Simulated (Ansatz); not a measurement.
`Cl[BH][ZnH]` + `OC(F)F` → `FC(F)[O][ZnH]` + `BCl` at 298.15 K and 1 bar (cleavage of the Zn–B bond).

Isolated molecules relaxed with PBE0-D4/def2-TZVP in Ansatz; ΔE leaves out vibrations. CCSD(T)/CBS is the MP2 limit (def2-TZVPP, def2-QZVPP) plus CCSD(T) − MP2 in def2-TZVPP, frozen cores. This one scheme is used for every species. For Zn outer-core shells are correlated without core-valence functions, which leaves a few kJ/mol of doubt a bond. Scalar relativity is left out up to krypton. One conformer a species, not always the lowest.

| species | CCSD(T)/CBS energy (Eh) | H − E (kJ/mol) | S (J/(mol·K)) |
| --- | --- | --- | --- |
| `Cl[BH][ZnH]` | -2264.14522 | 65.1 | 298.9 |
| `OC(F)F` | -314.01610 | 111.3 | 274.1 |
| `FC(F)[O][ZnH]` | -2092.41029 | 105.0 | 342.8 |
| `BCl` | -485.78909 | 65.8 | 234.3 |

H − E and S are ideal-gas, rigid-rotor, harmonic terms from PBE0-D4/def2-TZVP, for one conformer and one mirror image of each species. 1 Eh = 2625.50 kJ/mol, R = 8.31446 J/(mol·K).

**Question.** By hand: ΔE, ΔH, ΔS and ΔG.

**Answer.** ΔE = (-2092.41029) + (-485.78909) − (-2264.14522) − (-314.01610) = -0.03806 Eh = -99.9 kJ/mol. Δ(H − E) = 105.0 + 65.8 − 65.1 − 111.3 = -5.6, so ΔH = -105.5 kJ/mol. ΔS = 342.8 + 234.3 − 298.9 − 274.1 = 4.1 J/(mol·K). ΔG = -105.5 − 298.15 × (4.1)/1000 = -106.7 kJ/mol.

**Question.** By hand: the equilibrium constant, and the temperature at which ΔG would vanish if ΔH and ΔS stayed fixed.

**Answer.** log₁₀ K = −ΔG/(RT ln 10) = 18.7. ΔH and −TΔS have one sign here, so there is no such temperature. One of them is within its doubt of zero, so this could turn.

The number of gas molecules stays the same, so ΔS is small and ΔH decides. A doubt of 5 kJ/mol in ΔE shifts log₁₀ K by 0.9 here. Other conformers and mirror images would add mixing entropy, several J/(mol·K) or more a flexible species. Modes under 60 cm⁻¹, often nearly free rotors, make the harmonic entropy too high. These are equilibria of isolated gas molecules and say nothing of rates. Largest T1 diagnostic: 0.015 (customary marks: 0.02 for closed shells, 0.045 for open ones).
